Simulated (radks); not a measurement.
Values are calculated unless marked as measured or tabulated.
Task: Pr34+, 25 electrons, occupied as [Ar] 3d7. Level of theory: Dirac Kohn-Sham, BLYP, spin-unpolarised, spherical densities, finite nucleus; open shells fill j = l - 1/2 first; Fermi nuclear charge, rms radius 4.8919 fm (a radial shooting solver on a logarithmic mesh with Libxc functionals).

Spin-orbit splittings of the eigenvalues, e(l+1/2) - e(l-1/2), with zeta = 2 splitting/(2l+1) and mean radii in bohr:

shell  occ.  splitting (eV)  zeta (eV)  <r> j=l-1/2  <r> j=l+1/2
2p        6               ?          ?      0.08567      0.09189
3p        6           106.0      70.67       0.2504       0.2611
3d        7           23.86      9.544       0.2300       0.2333

Estimate the 2p splitting.

Result: 486.3 eV (zeta = 324.2 eV).
